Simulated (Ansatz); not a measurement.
Ideal-gas functions of AgClH$_{3}$N, SMILES `[NH3+][Ag-][Cl]` at 600 K and 1 bar, from an Ansatz frequency run at PBE0-D4/def2-TZVP.

Molar mass 160.35 g/mol, point group C3v (symmetry number 3), electronic degeneracy 1, moments of inertia 2.7, 257.036, 257.036 u Å². Harmonic wavenumbers (cm⁻¹, unscaled): 96, 96, 316, 392, 579, 579, 1199, 1662, 1662, 3505, 3617, 3617.

Use S(trans) = R[1.5 ln M + 2.5 ln T − 1.1517]; rotational temperatures θ = 24.2544 K / I; S(rot) = R[ln(√π/σ · √(T³/θAθBθC)) + 1.5]; for each mode x = 1.438777 ν̃/T, S = R[x/(eˣ − 1) − ln(1 − e⁻ˣ)] and H = RT x/(eˣ − 1); 1 cm⁻¹ = 0.0119627 kJ/mol; R = 8.31446 J/(mol·K).

Q: By hand: the entropy, in J/(mol·K).

A: Translation 186.7. Rotation: θ = 8.9831, 0.0944, 0.0944 K, giving 98.4. Vibration, mode by mode: 20.54, 20.54, 10.82, 9.13, 6.22, 6.22, 1.91, 0.78, 0.78, 0.02, 0.01, 0.01, in all 77.0. Electronic 0.0. Sum 362.1 J/(mol·K).

Q: By hand: H − E and G − E in kJ/mol, counted from the electronic energy.

A: Zero-point energy ½ × 17320 × 0.0119627 = 103.6; thermal vibration 21.5; translation, rotation and pV give 4 RT = 20.0. H − E = 145.1 kJ/mol, and G − E = 145.1 − 600 × 362.1/1000 = -72.2 kJ/mol.

Vibration gives 21 % of the entropy, 41.1 J/(mol·K) of it from the modes under 150 cm⁻¹: soft modes count most, and the harmonic formula is weakest for them. The sum counts one conformer and one mirror image; others add a mixing term.
